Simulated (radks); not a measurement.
Results of a calculation; reference values are marked as such.
The strontium ion Sr3+, configuration [Ar] 3d10 4s2 4p4 4d1 (not the ground configuration). Level of theory: scalar-relativistic Kohn-Sham, r2SCAN, spin-unpolarised, spherical densities, finite nucleus; meta-GGA in the generalised Kohn-Sham scheme; Fermi nuclear charge, rms radius 4.224 fm (a radial shooting solver on a logarithmic mesh with Libxc functionals).

Normalised radial functions P(r) = r R(r), r in bohr:

| r | 4s |
|---|---|
| 0.003417 | 0.0767 |
| 0.005138 | 0.1058 |
| 0.007726 | 0.1405 |
| 0.01153 | 0.1746 |
| 0.01733 | 0.1964 |
| 0.02607 | 0.1802 |
| 0.0392 | 0.0932 |
| 0.05895 | -0.0791 |
| 0.08864 | -0.2751 |
| 0.1333 | -0.3115 |
| 0.2005 | -0.0113 |
| 0.3015 | 0.4385 |
| 0.4533 | 0.4172 |
| 0.6817 | -0.2960 |
| 1.017 | -0.9487 |
| 1.529 | -0.8429 |
| 2.3 | -0.3172 |
| 3.459 | -0.0421 |
| 5.201 | -0.0013 |

4s: eigenvalue -72.471 eV, 3 radial nodes at r = 0.0499, 0.202, 0.591 bohr, <r> = 1.32 bohr, 90 % of the charge inside 1.92 bohr.
